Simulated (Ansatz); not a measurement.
The cluster Ba₂Se₂. Total charge 0; singlet. Geometry PBE-D4/def2-SVP, basis def2-TZVP, Ansatz.

```xyz
4

Ba    0.536   -0.880   -1.791
Ba   -0.536    0.865    1.798
Se    2.014    0.286    0.463
Se   -2.015   -0.271   -0.470
```

| run | HOMO (eV) | LUMO (eV) |
| --- | --- | --- |
| A | -4.40 | -1.13 |
| B | -3.98 | -1.77 |
| C | -4.07 | -1.26 |
| D | -4.80 | -1.24 |
| E | -5.83 | -0.78 |

In the def2 sets Ba takes a core potential; there is no spin–orbit coupling. The structure comes from a short search, and lower isomers may exist.

Q: The runs used CAM-B3LYP, PBE, PBE0, r2SCAN, r2SCANh. Estimate which is which.

A: A r2SCANh (10 % exact exchange); B PBE (0 % exact exchange); C r2SCAN (0 % exact exchange); D PBE0 (25 % exact exchange); E CAM-B3LYP (range-separated). Exact exchange lowers occupied and raises empty levels; among semilocal functionals meta-GGAs tend to open the gap a little, and such runs are hard to tell apart. The gap grows from 2.20 eV (PBE) to 5.05 eV (CAM-B3LYP).
